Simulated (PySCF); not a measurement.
## Ionisation energy of I³²⁺ by level of theory

I³²⁺ [Ar] 3d3 (4F) → I³³⁺ [Ar] 3d2 (3F), as a difference of total energies. All numbers are calculated (PySCF 2.14, scalar relativity by spin-free X2C-1e, in an uncontracted even-tempered set (18 s from 4.7 bohr⁻², ratio 2.5; 12 p from 6.1 bohr⁻², ratio 2.5; 8 d from 6.1 bohr⁻², ratio 2.5; 4 f from 23 bohr⁻², ratio 2.7; 3 g from 35 bohr⁻², ratio 2.7)). Correlated levels: outer shells: [Ne] frozen; virtual orbitals above 40 to 60 times the deepest correlated orbital energy dropped. The calculations carry no spin-orbit coupling.

```csv
method,ionisation energy (eV)
UHF,1997.0
LDA,1996.9
PBE,1996.9
PBE0,1997.3
r2SCAN,1998.4
M06-L,1999.4
B2PLYP,1997.4
MP2 (outer shells),1997.2
SCS-MP2 (outer shells),1996.9
```

A first-order spin-orbit estimate (lowest level to lowest level, LS coupling) adds -0.318 eV.

Breit and QED terms and the two-electron picture change are absent.

For comparison: 1999 ± 4 eV (theoretical estimate listed by NIST; NIST Atomic Spectra Database, ionization energies).
